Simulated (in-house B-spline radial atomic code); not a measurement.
Results of a calculation; reference values are marked as such.
# Two electrons in Si: a parabolic dot with ħω = 32.7 meV in all three directions with an ionised donor at its centre

For Si the NSM archive of the Ioffe Institute lists m_l = 0.98 m0, m_t = 0.19 m0 and ε = 11.7; the model takes one isotropic valley with the conductivity mass 3/(1/m_l + 2/m_t) = 0.26 m0, and so misses anisotropy and the other valleys. All triplets below are those of one valley; with several valleys two electrons can form a triplet in the 1s orbital itself, at an energy set by the valley splitting. Real donors also feel a central-cell potential, which shifts the ground state.

Effective-mass model with parabolic bands, a uniform dielectric constant, no image charges, no central-cell or spin-orbit terms. Two-electron levels come from full CI in B-splines with partial waves to l = 5 (up to 0.001 effective hartree above the limit).

(1) What are the effective units, and what is the potential in them?

In these units the lowest s and p orbitals lie at -0.1515 and 0.9424, and their Coulomb and exchange integrals are J_ss = 0.8899, J_sp = 0.6235 and K_sp = 0.09984. Full CI gives 0.4941 for the ground singlet, 1.2927 for the sp triplet, 1.4442 for the sp singlet and 1.7267 for the lowest triplet of two s orbitals.

(2) What does it cost to add the second electron, to first order and exactly?

(3) How far above the singlet do the triplets lie?

## Answers

(1) Ha* = 27211.386 meV × 0.26/11.7² = 51.68 meV and a* = 0.0529177 nm × 11.7/0.26 = 2.381 nm. The frequency is ω = 0.632 Ha*, with −1/r added.

(2) To first order E = 2ε_s + J_ss = 0.5869, so the charging energy E(2) − 2E(1) is J_ss = 45.99 meV. CI gives 0.4941 − 2 × (-0.1515) = 0.7971, or 41.19 meV: relaxation and correlation lower it by 4.798 meV, 10.4 % of J_ss. The s² configuration of one-electron orbitals holds 95.8 % of the state, and the mean radius is 2.76 nm.

(3) To first order the sp triplet lies at ε_s + ε_p + J_sp − K_sp = 1.3146, which is 37.61 meV above 2ε_s + J_ss. CI gives 1.2927 − (0.4941) = 0.7986, or 41.28 meV, 73 % of the orbital spacing of 56.53 meV. The ss triplet lies 63.7 meV up, so the lower of the two is the sp one, and its gap equals k_BT at 479 K. The sp singlet-triplet splitting is 7.828 meV, against 2K_sp = 10.32 meV.
